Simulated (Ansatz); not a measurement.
`F[SiH2][InH2]` + H₂ → `[InH3]` + `F[SiH3]`  (hydrogenolysis of the In–Si bond)

Gas-phase electronic energies from Ansatz, PBE0-D4/def2-TZVP geometries. CCSD(T)/CBS is the MP2 limit (def2-TZVPP, def2-QZVPP) plus CCSD(T) − MP2 in def2-TZVPP, frozen cores. This one scheme is used for every species. Functionals use def2-TZVPP. HSE06 is defined as in plane-wave codes. def2 core potentials past Kr. For In outer-core shells are correlated without core-valence functions, which leaves a few kJ/mol of doubt a bond.

| level | ΔE (eV) |
| --- | --- |
| LDA (SPW92) | 0.08 |
| r2SCAN0-D4 | -0.01 |
| HSE06-D4 | 0.05 |
| CAM-B3LYP-D4 | -0.09 |
| ωB97M-V | -0.04 |
| BLYP | -0.02 |
| PBE0 | 0.01 |
| CAM-B3LYP | -0.13 |

Problem. What does CCSD(T)/CBS give? (Estimate.)

Solution. The calculation gave: +0.01 eV. The listed levels differ from it by 0.07, -0.02, 0.04, -0.10, -0.05, -0.03, 0.00, -0.14 eV.

Largest T1 diagnostic among the species: 0.014.

From PBE to PBE0 (25 % exact exchange), in def2-TZVPP and without D4, ΔE moves by −0.07 eV. At CCSD(T), def2-SVP lies −0.15 eV from the extrapolated value and def2-TZVPP −0.06 eV.
